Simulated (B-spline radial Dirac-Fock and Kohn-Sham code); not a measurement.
**Dipole and non-dipole photoemission parameters of Ho 5p1/2**

System: the Ho atom in the configuration [Xe] 4f11 6s2; threshold 33.24 eV (orbital energy of the model). Model: Dirac-Hartree-Slater photoionisation with a Latter tail; cross sections with all multipoles, angular parameters from the dipole term and its interference with E2. Program: an atomic code on a B-spline grid.

Input file task.json (cfg lists n, l and occupation; rrms is the nuclear radius in fm):

```json
{"items": [{
  "Z": 67,
  "q": 0,
  "cfg": [[1, 0, 2], [2, 0, 2], [2, 1, 6], [3, 0, 2], [3, 1, 6], [3, 2, 10], [4, 0, 2], [4, 1, 6], [4, 2, 10], [4, 3, 11], [5, 0, 2], [5, 1, 6], [6, 0, 2]],
  "A": 165,
  "rrms": 5.2022,
  "do": "xps",
  "hv": [53.0, 58.9, 80, 85.9, 99.7, 120.0, 146.0, 200, 260.0, 298.0, 300, 303.0, 315.0, 661.0, 800, 862.0, 894.0, 1450.0, 1486.9, 2110.0, 3610.0, 3630.0, 4050.0, 5414.7, 5460.0, 6000, 6230.0, 10300.0, 11300.0, 12000],
  "edges": {"K": 55618.0, "L1": 9394.0, "L2": 8918.0, "L3": 8071.0, "M1": 2128.0, "M2": 1923.0, "M3": 1741.0, "M4": 1392.0, "M5": 1351.0, "N1": 432.4, "N2": 343.5, "N3": 308.2, "N4": 160.0, "N5": 160.0}
}]}
```

Launch: `python xray2_run.py task.json out`

```csv
hν (eV),σ (kb),β,γ,δ
53,1440,1.909,0.058,-0.007
58.9,968,1.839,0.128,-0.011
80,311,1.375,0.342,-0.024
85.9,242,1.212,0.371,-0.026
99.7,148,0.817,0.377,-0.025
120,87.3,0.318,0.278,-0.015
146,56.4,-0.011,0.099,0.006
200,35.4,0.083,-0.062,0.033
260,27.2,0.464,0.005,0.038
298,24.1,0.673,0.077,0.035
300,23.9,0.682,0.081,0.035
303,23.7,0.697,0.086,0.035
315,22.9,0.752,0.108,0.033
661,11.0,1.454,0.322,0.008
800,8.74,1.546,0.293,0.004
862,7.96,1.575,0.274,0.003
894,7.60,1.588,0.263,0.002
1450,3.87,1.695,0.089,-0.002
1486.9,3.73,1.698,0.080,-0.002
2110,?,?,?,?
3610,0.799,1.690,0.051,-0.003
3630,0.791,1.689,0.053,-0.003
4050,0.638,1.676,0.102,-0.003
5414.7,0.352,1.631,0.292,0.000
5460,0.346,1.630,0.299,0.000
6000,0.283,1.612,0.379,0.002
6230,0.260,1.605,0.414,0.003
10300,0.0823,1.488,0.976,0.025
11300,0.0658,1.463,1.096,0.031
12000,0.0568,1.446,1.176,0.036
```

Question: Give the values at 2110 eV.

Answer: σ = 2.12 kb, β = 1.719, γ = -0.010, δ = -0.003.

Values without a named source are computed, but for edge energies of neutral atoms, which are taken from tables.
